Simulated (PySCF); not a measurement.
disilylmethane (CH₈Si₂), SMILES [SiH3]C[SiH3]. Atoms are numbered in the order given.

```xyz
11

Si     1.5988     0.0000    -0.1827
C      0.0000     0.0000     0.8219
Si    -1.5988     0.0000    -0.1827
H      2.7906     0.0000     0.7167
H      1.6616     1.2107    -1.0533
H      1.6616    -1.2107    -1.0533
H      0.0000    -0.8856     1.4815
H      0.0000     0.8856     1.4815
H     -1.6616     1.2107    -1.0533
H     -1.6616    -1.2107    -1.0533
H     -2.7906     0.0000     0.7167
```

Geometry optimised at B3LYP-D3(BJ)/def2-SVP.

All values below come from CAM-B3LYP/def2-TZVPD run with PySCF.

Symmetry labels are those of the subgroup C2v that the program uses (full group C2v).

Computed valence orbital energies around the gap with their symmetry:
| orbital | symmetry | energy (eV) |
|---|---|---|
| HOMO−7 | A1 | -16.03 |
| HOMO−6 | B2 | -13.53 |
| HOMO−5 | A1 | -12.11 |
| HOMO−4 | B1 | -11.24 |
| HOMO−3 | A2 | -10.98 |
| HOMO−2 | B2 | -10.90 |
| HOMO−1 | A1 | -10.53 |
| HOMO | B1 | -10.13 |
| LUMO | A1 | 0.68 |
| LUMO+1 | A1 | 0.99 |
| LUMO+2 | B1 | 1.19 |
| LUMO+3 | A1 | 1.46 |
